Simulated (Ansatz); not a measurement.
The cluster Cu₃H₃⁻ (the lowest doublet isomer of a short search) was relaxed with PBE0-D4 (def2-SVPD) in Ansatz in these states: charge -1 doublet, charge -1 quartet. The geometries follow in no particular order.

A:

```xyz
6

Cu    0.0535    0.6885    0.0352
Cu   -0.5479    2.7252   -1.1804
Cu   -0.0488   -1.7097    0.6542
H     0.3743   -3.1561    0.3098
H     0.7370    1.7145   -0.9798
H    -0.5681   -0.2623    1.1611
```

B:

```xyz
6

Cu   -0.541   -0.275   -0.138
Cu   -2.061   -1.913    0.807
Cu    1.788    0.444   -0.436
H     2.267    1.864   -0.037
H    -1.885   -1.038   -0.579
H     0.432    0.917    0.383
```

**Question.** Judge from the bond lengths which geometry belongs to which state (an estimate).

**Answer.** A is the charge -1 doublet (Cu3–H6 1.619 Å, Cu1–H6 1.599 Å, Cu1–Cu3 2.479 Å); B is the charge -1 quartet (Cu3–H6 1.653 Å, Cu1–H6 1.624 Å, Cu1–Cu3 2.456 Å).

At PBE0-D4/def2-TZVPD a doublet lies 2.50 eV below the charge -1 quartet. These are the stationary points nearest to one start from a short search; other shapes may lie lower in each state.
